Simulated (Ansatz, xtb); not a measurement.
## A geometry optimisation of AlFH3Sn with r2SCAN-D4/def2-SVP

The starting geometry of this gas-phase doublet was built from a drawn formula by distance geometry and a force field; its bonds are those of `[F][AlH][SnH2]`.

```
atom    x (Å)    y (Å)    z (Å)
  Al  -1.5872  -0.1063  -0.7765
   F  -1.1104   1.5813  -0.3210
  Sn  -1.9202  -1.8360   1.1914
   H  -2.4717  -0.2586  -2.0458
   H  -1.9733  -3.5118   0.5749
   H  -0.5852  -1.7206   2.3770
```

Question: Predict what it relaxes into with r2SCAN-D4/def2-SVP.

Answer: It keeps its bonds, and is `[F][AlH][SnH2]`.

The energy falls by 0.44 eV over 9 steps:

```
step  E − E(last) (eV)
   1             0.437
   2             0.123
   3             0.097
   4             0.028
   5             0.022
   6             0.002
   7             0.000
   8             0.000
   9             0.000
```

Final geometry (Å):

```yaml
atoms:
  - { symbol: Al, position_ang: [-1.7431, -0.0290, -0.7409] }
  - { symbol: F, position_ang: [-1.1077, 1.4619, -0.3360] }
  - { symbol: Sn, position_ang: [-1.7479, -1.8404, 1.1152] }
  - { symbol: H, position_ang: [-2.4330, -0.1721, -2.1565] }
  - { symbol: H, position_ang: [-1.9741, -3.4895, 0.6925] }
  - { symbol: H, position_ang: [-0.6423, -1.7829, 2.4256] }
```

From the same start GFN2-xTB ends elsewhere, differing in Al1–H6 (1.73 against 3.78 Å here).

No frequencies were run, so the end isn't proven a minimum. Open shells are spin-unrestricted. Atoms past krypton carry core potentials, without spin–orbit terms. Run with Ansatz 0.2.0, 2.3 min on 1 thread of Arm Neoverse N1, with other jobs on the host.
